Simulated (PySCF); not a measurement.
## Exercise with solution: chemical shift, span and skew from a shielding tensor

F₃S, SMILES F[S](F)F (connectivity only; charge and spin as stated), charge -1, multiplicity 1. Atoms are numbered in the order given.

```xyz
4

F      0.0000     1.8524    -0.3085
S      0.0000     0.0000    -0.3836
F      0.0000    -1.8524    -0.3085
F      0.0000     0.0000     1.2989
```
Charge -1, spin multiplicity 1.

Coordinates come from a B3LYP-D3(BJ)/def2-SVPD optimisation. The multiplicity is an assumed one; other spin states were not compared. The isomer is the one that the SMILES or the coordinates give; other isomers of the formula were not compared.

GIAO shieldings from B3LYP/pcSseg-2 (PySCF), non-relativistic, no solvent. The symmetric part of the tensor of F1 has the principal values -75.3, 174.4, 478.9 ppm. The same nucleus in CFCl3 has σ = 159.6 ppm at this level (PySCF, at its B3LYP-D3(BJ)/def2-TZVP geometry).

Task: Work out the isotropic shielding, the ¹⁹F shift against CFCl3, the span and the skew.

Result: 
σ(iso) = (σ11 + σ22 + σ33)/3 = 192.7 ppm. δ = σ(ref) − σ(iso) = 159.6 − (192.7) = -33.1 ppm.
Span Ω = σ33 − σ11 = 554.2 ppm. Skew κ = 3(σ(iso) − σ22)/Ω = 0.10. Tumbling in solution averages the tensor to δ; in a static solid the shielding alone would spread this spin-1/2 line over Ω.
